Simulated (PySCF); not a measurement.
Cost against size for one kind of job: GIAO PBE0/pcSseg-1 NMR shielding, non-relativistic, gas phase (PySCF); work: shieldings, ring-centre shieldings, charges and field gradients. Hardware: Arm Neoverse V2, one thread, no GPU, shared host. Times come from a shared host and carry two figures at best.

| species (SMILES) | atoms | electrons | basis functions | SCF cycles | wall time |
| --- | --- | --- | --- | --- | --- |
| Cc1cc[n-]n1 | 11 | 44 | 127 | 14 | 9.0 s |
| C=C[C@@H]1P[C@@H]1[SiH3] | 15 | 62 | 161 | 14 | 15 s |
| C#CC[P@](C)(=O)C1CCC1 | 23 | 84 | 242 | 16 | 62 s |
| C=CP(=O)(C=C)C1CCC1 | 23 | 84 | 242 | 15 | ? |
| C=C[P@]1(=O)CC=C(CC)C1 | 23 | 84 | 242 | 14 | ? |
| C=CC1=C(C)CC[P@@]1(C)=O | 23 | 84 | 242 | 15 | 65 s |
| C[C@@H](F)[C@@H](C)c1ccccn1 | 23 | 82 | 247 | 14 | 50 s |

Task: Estimate the withheld figures.

Result: `C=CP(=O)(C=C)C1CCC1`: 58 s; `C=C[P@]1(=O)CC=C(CC)C1`: 47 s.

Task: With all rows, how does the wall time grow with the number of basis functions N?

Result: A straight line through log(time) against log(N) has slope 2.9 between N = 127 and 247, and the rows scatter about it by a factor of about 1.2 (standard error of the fit). This is a fit to these rows, whose iteration counts differ, not the method's formal scaling.
